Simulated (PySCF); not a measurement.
## Spinor energies of Ce(40+) (cerium, charge +40)

Start: [Ar]. Calculated with PySCF 2.14 in an uncontracted even-tempered set (19 s from 8.5 bohr⁻², ratio 2.4; 14 p from 11 bohr⁻², ratio 2.4; 4 d from 44 bohr⁻², ratio 2.6; 4 f from 66 bohr⁻², ratio 2.6): generalised Hartree-Fock with the X2C-1e Hamiltonian and a Gaussian nucleus; one run each with spin-orbit coupling (SO) switched off, then screened by Boettger's factors.

```tsv
spinor shell	electrons	ε, spin-free (eV)	ε, screened SO (eV)	weight of nominal j (screened SO)	rms radius, screened SO (bohr)
1s1/2	2	-42959.0	-42953.9	1.000	0.0280
2s1/2	2	-8859.0	-8857.5	1.000	0.112
2p1/2	2	-8174.9	-8493.2	1.000	0.0965
2p3/2	4	-8174.9	-8034.7	1.000	0.102
3s1/2	2	-3349.8	-3349.4	1.000	0.274
3p1/2	2	-3123.8	-3200.9	1.000	0.263
3p3/2	4	-3123.8	-3089.5	1.000	0.272
```

```json
{"quantity": "E (hartree)", "spin-free": "-7518.97086", "screened SO": "-7522.77343"}
{"quantity": "M_J", "spin-free": "0", "screened SO": "0"}
{"quantity": "⟨J²⟩", "spin-free": "0.000", "screened SO": "0.000"}
{"quantity": "⟨L²⟩", "spin-free": "0.000", "screened SO": "0.019"}
{"quantity": "⟨S²⟩", "spin-free": "0.000", "screened SO": "0.019"}
```

Breit and QED terms are absent; they matter most for the inner s and p1/2 levels.

Densities and radii are taken from the X2C orbitals without a picture-change correction, which distorts them close to the nucleus.

Without spin-orbit coupling the j labels of p, d and f shells carry no meaning; the spin-free column gives the mean over the occupied spinors of each nl shell.
